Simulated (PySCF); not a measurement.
Cl₂H₄N₂Si, SMILES Cl[Si](Cl)(N)N. Atoms are numbered in the order given.

```xyz
9

N     -0.3322     1.3488     1.3564
Si     0.0000     0.0000     0.3678
N      0.3322    -1.3488     1.3564
Cl    -1.6527    -0.1570    -0.8894
Cl     1.6527     0.1570    -0.8894
H      0.3400     1.6318     2.0632
H     -0.8573     2.1346     0.9873
H     -0.3400    -1.6318     2.0632
H      0.8573    -2.1346     0.9873
```
Charge 0, spin multiplicity 1.

Geometry optimised at B3LYP-D3(BJ)/def2-SVP. Other conformers were not sampled.

Two levels are set side by side: PBE/pcSseg-1 (PySCF) and B3LYP/pcSseg-1 (PySCF). GIAO shifts against HCl (³⁵Cl), NH3 (¹⁵N), TMS (²⁹Si), TMS (¹H) at the same level; non-relativistic, no solvent, atoms listed together averaged. Without spin–orbit terms, shifts of atoms bonded to Cl or Br come out too high at both levels. Differences are taken from unrounded values.

```tsv
quantity	PBE
δ(¹⁵N) of N1, N3 (ppm)	52.5
δ(²⁹Si) of Si2 (ppm)	-12.9
δ(³⁵Cl) of Cl4, Cl5 (ppm)	129.1
δ(¹H) of H6, H7, H8, H9 (ppm)	1.46
```

Problem. These are the PBE values. What does B3LYP give? (An estimate is asked for; the answer gives what the named calculation found.)

Solution. 
```json
[
 {"quantity": "δ(¹⁵N) of N1, N3 (ppm)", "B3LYP": "48.5", "PBE minus B3LYP": "4.0"},
 {"quantity": "δ(²⁹Si) of Si2 (ppm)", "B3LYP": "-13.7", "PBE minus B3LYP": "0.8"},
 {"quantity": "δ(³⁵Cl) of Cl4, Cl5 (ppm)", "B3LYP": "105.9", "PBE minus B3LYP": "23.2"},
 {"quantity": "δ(¹H) of H6, H7, H8, H9 (ppm)", "B3LYP": "1.48", "PBE minus B3LYP": "-0.02"}
]
```

Rough cost on one machine, each run with all the roots and properties that it gave: B3LYP against PBE within a factor of 2.
